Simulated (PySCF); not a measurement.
C2H5FO2Si, SMILES [Si@H](CC=O)(F)O. Geometry: B3LYP-D3(BJ)/def2-SVP. The structure was generated by enumeration; whether it is a known compound was not checked. One conformer was computed; it need not be the lowest.

Computed equilibrium geometry at B3LYP-D3(BJ)/def2-SVP (PySCF confirms it by a frequency run) as bond lengths and angles (one conformer of several):
Atoms: O1 C2 C3 Si4 O5 F6 H7 H8 H9 H10 H11. Bond lengths (Å): O1–C2 1.214, C2–C3 1.504, C2–H7 1.118, C3–Si4 1.896, C3–H8 1.100, C3–H9 1.106, Si4–O5 1.642, Si4–F6 1.628, Si4–H10 1.476, O5–H11 0.975. Angles (°): O1–C2–C3 123.5, O1–C2–H7 119.7, C3–C2–H7 116.8, C2–C3–Si4 110.5, C2–C3–H8 111.7, C2–C3–H9 107.7, Si4–C3–H8 113.4, Si4–C3–H9 105.2, H8–C3–H9 107.9, C3–Si4–O5 107.7, C3–Si4–F6 106.6, C3–Si4–H10 113.4, O5–Si4–F6 111.6, O5–Si4–H10 110.3, F6–Si4–H10 107.3, Si4–O5–H11 111.8.
Charge 0, spin multiplicity 1.
